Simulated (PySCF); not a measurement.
Cards and structures have been mixed up. Pair them.

Structures:
1. `C1C(=C1)C(=C)C`
2. `C#CC(C#N)(C#N)C(F)(F)F`
3. `CC1=C[C@@H](C)C1`
4. `[CH2-]C#N`
5. `[BH3-]/C=C\C`

Card P (geometry PBE0-D3(BJ)/def2-SVP):
* Rotational constants A, B, C: 283.457, 10.158, 9.807 GHz
* Largest of the computed one-bond spin–spin couplings (means over like bonds) (B3LYP/pcJ-1): 13C–1H +173.7 (×2), 13C–13C +106.3, 15N–13C -17.0 Hz
* HOMO energy (PBE/pcSseg-2): 1.78 eV
* Core binding energies (ΔSCF SCAN, pcX-2 on the ionised atom, pcseg-1 elsewhere, spin-free X2C): C1s 283.6, C1s 285.1, N1s 397.3 eV
* Point group: C2v
* Isotropic shieldings of nuclei other than C and H, by class (GIAO PBE/pcSseg-2): -4 (1 N) ppm

Card Q (geometry GFN2-xTB):
- Rotational constants A, B, C: 1.227, 1.076, 1.070 GHz
- Static isotropic polarisability (PBE0/def2-SVPD): 74.0 au
- Lowest singlet excitation (TDDFT PBE0/def2-SVPD): 6.49 eV (191 nm, f = 0.000)
- Point group: Cs
- Lowest triplet excitation (Tamm–Dancoff) (TDA PBE0/def2-SVPD): 5.26 eV
- Dipole moment (PBE0/def2-SVPD): 3.59 D

Card R (geometry PBE0-D3(BJ)/def2-SVP):
* Rotational constants A, B, C: 15.485, 4.848, 3.898 GHz
* HOMO energy (PBE0/pcSseg-1): -1.33 eV
* Point group: Cs
* 13C chemical shifts (computed TMS as zero) by class (GIAO PBE0/pcSseg-1): 172.6 (1 C), 118.8 (1 C), 18.5 (1 C) ppm

Card S (geometry GFN2-xTB):
- Rotational constants A, B, C: 6.859, 2.813, 2.047 GHz
- Static isotropic polarisability (PBE0/def2-SVPD): 73.3 au
- Dipole moment (PBE0/def2-SVPD): 0.78 D
- HOMO energy (PBE0/def2-SVPD): -6.53 eV
- Point group: Cs
- Strongest line among the 6 lowest singlet transitions (TDDFT PBE0/def2-SVPD): S1 at 5.16 eV (241 nm, f = 0.341)
- Lowest singlet excitation (TDDFT PBE0/def2-SVPD): 5.16 eV (241 nm, f = 0.341)

Card T (geometry GFN2-xTB):
* Rotational constants A, B, C: 8.987, 2.334, 2.110 GHz
* Static isotropic polarisability (PBE0/def2-SVPD): 70.4 au
* Strongest line among the 6 lowest singlet transitions (TDDFT PBE0/def2-SVPD): S2 at 6.84 eV (181 nm, f = 0.184)
* HOMO energy (PBE0/def2-SVPD): -6.81 eV
* Lowest singlet excitation (TDDFT PBE0/def2-SVPD): 6.52 eV (190 nm, f = 0.014)

Species are written as SMILES; each is one conformer at its optimised geometry, gas phase, non-relativistic unless stated. Electronic properties by PySCF. NMR classes are plain means over equivalent atoms (diastereotopic ones count apart unless rotation or inversion swaps them), as if these changed places fast.

Question: Which card belongs to which structure?

Answer: P = 4, Q = 2, R = 5, S = 1, T = 3. What ties each card to its structure:
- 1 (card S), C6H8, monoisotopic mass 80.1 u, 6 heavy atoms: an asymmetric top with C = 2.047 GHz; polarisability 73.3 au for 44 electrons; dipole 0.78 D.
- 2 (card Q), C6HF3N2, monoisotopic mass 158.0 u, 11 heavy atoms: an asymmetric top with C = 1.070 GHz, the lowest such constant on the cards; polarisability 74.0 au for 78 electrons, the largest shown; dipole 3.59 D.
- 3 (card T), C6H10, monoisotopic mass 82.1 u, 6 heavy atoms: an asymmetric top with C = 2.110 GHz; polarisability 70.4 au for 46 electrons, the smallest shown.
- 4 (card P), [C2H2N]-, monoisotopic mass 40.0 u, 3 heavy atoms: core lines of C and N; point group C2v; an asymmetric top with C = 9.807 GHz, the highest such constant on the cards.
- 5 (card R), [C3H8B]-, monoisotopic mass 55.1 u, 4 heavy atoms: 3 C in 3 classes; the least shielded carbon (172.6 ppm) is an alkene CH carbon; an asymmetric top with C = 3.898 GHz.
